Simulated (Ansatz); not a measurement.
Basis sets compared for GeCl₃⁻ (the lowest singlet isomer of a short search). Total charge -1; singlet. Geometry PBE0-D4/def2-SVPD. Ansatz on 4 threads of Arm Neoverse V2 on a shared host; times are rough, and most runs start from earlier orbitals.

```xyz
4

Ge    0.2679    0.7605   -0.3091
Cl    1.5388   -1.1496   -0.6899
Cl   -1.7854   -0.0970   -0.9832
Cl   -0.0214    0.4861    1.9822
```

The structure comes from a short search, and lower isomers may exist.

| level | functions | energy (Eh) | HOMO (eV) | LUMO (eV) | wall time |
| --- | --- | --- | --- | --- | --- |
| PBE-D4/def2-SVPD | 119 | -3456.3029 | -1.67 | 2.81 | 0.85 s |
| PBE0-D4/def2-SVPD | 119 | -3456.4624 | -2.67 | 3.54 | 1.4 s |

**Question.** Estimate the rows for PBE-D4/def2-TZVPD (with forces), PBE0-D4/def2-TZVPD.

**Answer.** 
```
                          level  functions  energy (Eh)  HOMO (eV)  LUMO (eV)  wall time
PBE-D4/def2-TZVPD (with forces)        192   -3457.0193      -1.59       2.80      1.8 s
             PBE0-D4/def2-TZVPD        192   -3457.1746      -2.58       3.47      2.6 s
```
